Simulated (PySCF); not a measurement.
Excitations are Tamm–Dancoff values on a coarser integration grid. The basis has no diffuse functions, so Rydberg states are missing or too high.

C3H5F, SMILES `C=CCF` (C–C–C–F torsion 0°) (charge 0, multiplicity 1)

All values below come from PBE0-D4/def2-TZVP (PySCF).

```json
{
  "HOMO": "-7.68 eV",
  "dipole_moment": "1.70 D",
  "LUMO": "0.19 eV",
  "HOMO–LUMO gap": "7.87 eV",
  "S1 excitation (TDA)": "7.78 eV",
  "S1 oscillator strength": "0.001",
  "brightest of the four lowest singlets (TDA)": "8.05 eV",
  "T1 excitation (TDA)": "4.44 eV",
  "S1–T1 gap (TDA)": "3.33 eV",
  "total_energy": "-5904.49 eV",
  "cost": "roughly 90 core-seconds"
}
```

```xyz
9

C      1.3335     0.3481     0.0799
C      0.2677    -0.4007     0.3122
C     -1.1031    -0.1051    -0.1812
F     -1.1458     1.0551    -0.9211
H      1.2631     1.2559    -0.5072
H      2.3058     0.0744     0.4703
H      0.3478    -1.3107     0.9030
H     -1.7998     0.0053     0.6589
H     -1.4693    -0.9224    -0.8148
```
